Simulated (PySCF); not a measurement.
Computed properties of C2H4FNOSi, SMILES O[Si@@H]1C=N[C@@H]1F

C₂H₄FNOSi, SMILES O[Si@@H]1C=N[C@@H]1F. Geometry optimised at r2SCAN-D4/def2-SVP. The structure was generated by enumeration; whether it is a known compound was not checked. One conformer was computed; it need not be the lowest. All values are computed for the isolated molecule unless a solvent is named; none is compared with measurement here.

**Structure.** All 24 harmonic modes at r2SCAN-D4/def2-SVP (PySCF) are real, so it is a minimum. With heavy atoms numbered as in [OH:1][Si@@H:2]1[CH:3]=[N:4][C@@H:5]1[F:6], the shortest bond between them is C3–N4 at 1.296 Å and the longest Si2–C5 at 1.928 Å.

**Vibrations.** The strongest infrared lines (harmonic, unscaled, degenerate partners summed) lie at 2228 cm⁻¹ (172 km/mol, H 96 %), 891 cm⁻¹ (170 km/mol, H 80 %), 1087 cm⁻¹ (144 km/mol, C 55 %, F 30 %, H 12 %). The softest mode is at 76 cm⁻¹ and the zero-point energy is 39.4 kcal/mol.

**Electronic structure.** PBE0/def2-TZVP (PySCF) places the frontier levels at -7.31 and -1.48 eV, a gap of 5.83 eV, and gives a dipole moment of 1.59 D and a mean polarisability of 55.0 bohr³. PBE/def2-TZVP (PySCF) at the same geometry gives -5.90 and -2.56 eV, so its gap is 2.49 eV narrower. An orbital gap is neither the optical nor the fundamental gap.

**Excitations.** TDA-CAM-B3LYP/def2-SVPD (PySCF) has S1 at 4.13 eV (300 nm, f = 0.000, dark); the most intense of the 10 singlets computed lies at 7.81 eV (f = 0.02). T1 (TDA) is at 3.27 eV, 0.86 eV under S1. TDA-PBE/def2-SVPD (PySCF) puts S1 at 3.69 eV. No vertical singlet excitation falls in the visible range (under 3.1 eV).

**NMR.** GIAO shifts at PBE0/pcSseg-1 (PySCF) (non-relativistic, atoms alike by connectivity averaged): ¹³C from 118.9 to 214.6 ppm against TMS; ¹H from 2.7 to 9.6 ppm against TMS; ²⁹Si at 6.7 ppm against TMS; ¹⁹F at -193.8 ppm against CFCl3.
